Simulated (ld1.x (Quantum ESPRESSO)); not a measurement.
## Configuration tests for Si (Z = 14) (ultrasoft)

- Element: Si
- Generator: ld1.x (Quantum ESPRESSO) 7.5
- Type: ultrasoft
- Functional: PBE
- Relativity: scalar-relativistic
- Frozen core: [Ne]
- Valence charge: 4
- Reference configuration: 3s2 3p0 (charge +2)
- Partial waves: 3s (bound): rcut 1.20, rcutus 1.45 bohr; 3s channel at -0.35 Ry: rcut 1.20, rcutus 1.45 bohr; 3p (bound, empty): rcut 1.85, rcutus 2.00 bohr; 3p channel at -1.05 Ry: rcut 1.85, rcutus 2.00 bohr
- Local potential: all-electron potential smoothed inside 1.25 bohr (lloc = -2)
- Core correction: a·sin(br)/r model core inside 1.05 bohr
- Augmentation charge: PSQ, radius 1.25 bohr

Energies are relative to the spin-unpolarised reference configuration 3s2 3p0; without spin polarisation the order of configurations can differ from experiment. Not all tests gave a result: 1 of 7 tests not solved or not reliable. Left out of the table: 3s1 3p0 (pseudo-atom not self-consistent, printed error +113 meV).

```
valence configuration  charge  ΔE all-electron (eV)  error AE − PS (meV)
              3s2 3p2       0               -23.733                 +9.1
              3s2 3p1      +1               -15.993                 +4.6
              3s1 3p3       0               -16.919                  +10
            3s2 3p1.5    +0.5               -20.811                 +7.2
            3s2 3p2.3    -0.3               -24.663                 +9.8
```

Q: What are ΔE and the potential's error for 3s1 3p2?

A: ΔE = -8.562 eV all-electron; the error (AE − PS) is +6.1 meV.

Note: ghost state, extra bound levels that the all-electron valence spectrum of the same l lacks: s at -23.2 eV. A true bound ghost makes a file unfit for plane-wave use.
